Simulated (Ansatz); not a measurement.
Geometry optimisation, RHF/def2-SVP (Ansatz).

Input file:

```yaml
crystal:
  periodic: [false, false, false]
  atoms:
    - { symbol: Hf, position_ang: [0.0, 0.0, 0.0] }
    - { symbol: O, position_ang: [0.0, 0.0, 2.42] }
    - { symbol: H, position_ang: [-0.9095, -0.2814, 2.7571] }
    - { symbol: "N", position_ang: [2.084, 0.0, -0.7359] }
    - { symbol: H, position_ang: [2.5823, -0.918, -0.9166] }
    - { symbol: H, position_ang: [2.5853, 0.918, -0.9082] }
    - { symbol: F, position_ang: [-0.9326, 1.6157, -0.6593] }
    - { symbol: O, position_ang: [-0.975, -1.6891, -0.6893] }
    - { symbol: H, position_ang: [-1.4296, -2.1548, 0.0831] }
    - { symbol: O, position_ang: [1.237, -1.8784, 0.7473] }
    - { symbol: Al, position_ang: [0.633, -3.5525, 0.777] }
    - { symbol: H, position_ang: [1.2297, -4.6144, -0.1976] }
    - { symbol: H, position_ang: [-0.4931, -3.9578, 1.7776] }
    - { symbol: H, position_ang: [0.7618, -1.1568, 1.9506] }
basis:
  gaussian: { orbitals: def2-SVP }
hamiltonian:
  xc: hf
relax:
  f_tol: 0.15
  max_steps: 25
  restrain:
    - { distance: [0, 9], at: 2.07, k: 30.0 }
    - { distance: [13, 1], at: 1.01, k: 30.0 }
    - { distance: [0, 1], at: 3.27, k: 30.0 }
    - { distance: [13, 9], at: 2.21, k: 30.0 }
output:
  orbitals: {}
```

Launched with:

```bash
$ ansatz run input.yaml --threads 4 --pin off --max-ram 5120MiB --backend cpu --events-out ev --progress --plain --runs-dir out
```

Question: Where does it end, and by what steps?

Answer: The forces met the threshold. The restraints hold the end off the free minimum; the threshold counts their pulls, which the force column leaves out. Restrained pairs: Hf1–O10 (2.37 → 2.03 Å), O2–H14 (1.46 → 0.97 Å), Hf1–O2 (2.42 → 3.26 Å), O10–H14 (1.48 → 2.21 Å). After 23 steps the energy has fallen by 4.655 eV (the restraints' own energy left out); H9 moved furthest, 2.33 Å.

```json
{"step": "0", "energy less start (eV)": "0.0000", "largest force component (eV/Å)": "4.425", "accepted": "yes"}
{"step": "1", "energy less start (eV)": "-0.5029", "largest force component (eV/Å)": "3.724", "accepted": "yes"}
{"step": "2", "energy less start (eV)": "-1.3707", "largest force component (eV/Å)": "2.824", "accepted": "yes"}
{"step": "3", "energy less start (eV)": "-2.0634", "largest force component (eV/Å)": "1.598", "accepted": "yes"}
{"step": "4", "energy less start (eV)": "-2.8965", "largest force component (eV/Å)": "1.499", "accepted": "yes"}
{"step": "5", "energy less start (eV)": "-3.3306", "largest force component (eV/Å)": "1.636", "accepted": "yes"}
{"step": "6", "energy less start (eV)": "-3.6482", "largest force component (eV/Å)": "1.485", "accepted": "yes"}
{"step": "7", "energy less start (eV)": "-3.8829", "largest force component (eV/Å)": "1.631", "accepted": "yes"}
{"step": "8", "energy less start (eV)": "-4.0836", "largest force component (eV/Å)": "1.219", "accepted": "yes"}
{"step": "9", "energy less start (eV)": "-4.1720", "largest force component (eV/Å)": "1.227", "accepted": "yes"}
{"step": "10", "energy less start (eV)": "-4.2559", "largest force component (eV/Å)": "1.148", "accepted": "yes"}
{"step": "11", "energy less start (eV)": "-4.3095", "largest force component (eV/Å)": "0.999", "accepted": "yes"}
{"step": "12", "energy less start (eV)": "-4.3413", "largest force component (eV/Å)": "1.530", "accepted": "yes"}
{"step": "13", "energy less start (eV)": "-4.3707", "largest force component (eV/Å)": "1.268", "accepted": "yes"}
{"step": "14", "energy less start (eV)": "-4.4418", "largest force component (eV/Å)": "1.152", "accepted": "yes"}
{"step": "15", "energy less start (eV)": "-4.4777", "largest force component (eV/Å)": "1.363", "accepted": "yes"}
{"step": "16", "energy less start (eV)": "-4.4948", "largest force component (eV/Å)": "1.430", "accepted": "yes"}
{"step": "17", "energy less start (eV)": "-4.5639", "largest force component (eV/Å)": "1.095", "accepted": "yes"}
{"step": "18", "energy less start (eV)": "-4.5914", "largest force component (eV/Å)": "0.965", "accepted": "yes"}
{"step": "19", "energy less start (eV)": "-4.6050", "largest force component (eV/Å)": "1.080", "accepted": "yes"}
{"step": "20", "energy less start (eV)": "-4.6126", "largest force component (eV/Å)": "1.330", "accepted": "yes"}
{"step": "21", "energy less start (eV)": "-4.6200", "largest force component (eV/Å)": "1.236", "accepted": "yes"}
{"step": "22", "energy less start (eV)": "-4.6388", "largest force component (eV/Å)": "1.112", "accepted": "yes"}
{"step": "23", "energy less start (eV)": "-4.6551", "largest force component (eV/Å)": "0.982", "accepted": "yes"}
```

```xyz
14
Properties=species:S:1:pos:R:3
Hf 0.491 -0.330 -0.116
O -0.992 -0.491 2.782
H -1.886 -0.798 2.791
N 1.872 -0.396 -1.626
H 2.101 -1.173 -2.221
H 2.417 0.398 -1.918
F 0.895 1.409 0.624
O -1.289 -0.475 -0.877
H -2.062 -0.478 -1.407
O 0.824 -1.997 1.002
Al 1.343 -3.546 1.433
H 2.190 -4.409 0.421
H 0.913 -4.099 2.847
H -0.443 -1.284 2.670
```

The run took 66 s on 4 threads of Arm Neoverse V1 (shared host), peak memory 0.45 GiB.
